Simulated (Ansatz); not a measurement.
Species: C₂H₄S₂, SMILES `SC(=C)S` (S–C–S–H torsion 0°, S–C–S–H torsion 180°) (charge 0, multiplicity 1), formula C2H4S2.

How many basis functions does frozen-core CCSD(T)/cc-pVTZ // PBE-D3(BJ)/def2-TZVP (Ansatz, a first-principles code) use, how many core orbitals are frozen, and how many electrons are correlated?

184 basis functions and 12 frozen orbitals, which leaves 24 correlated electrons. Core time is of the order of seconds.
